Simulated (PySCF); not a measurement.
## Electron correlation in Zn⁺ (zinc, charge +1)

[Ar] 3d10 4s1, 2S determinant. Calculation: PySCF 2.14, in x2c-TZVPPall with one added diffuse shell each of s, p, d, f type (7s6p5d3f1g, 80 functions); scalar relativity by spin-free X2C-1e. Frozen: [Ne]; 19 electrons correlated.

MP2 pair energies summed by pair of shells (mhartree):

```
 pair   energy  share (%)
3d-3d  -428.02       53.8
3p-3d  -212.81       26.7
3s-3d   -49.07        6.2
3p-3p   -47.19        5.9
3d-4s   -29.94        3.8
3s-3p   -22.00        2.8
3s-3s    -3.67        0.5
3p-4s    -3.21        0.4
3s-4s    -0.36        0.0
```

Total MP2 correlation energy: -796.26 mhartree.

Same-spin part -271.43 and opposite-spin part -524.82 mhartree; SCS-MP2 scales them by 1/3 and 6/5 to -720.26 mhartree.

This basis was not built for core-valence correlation, so the inner-shell part is incomplete.
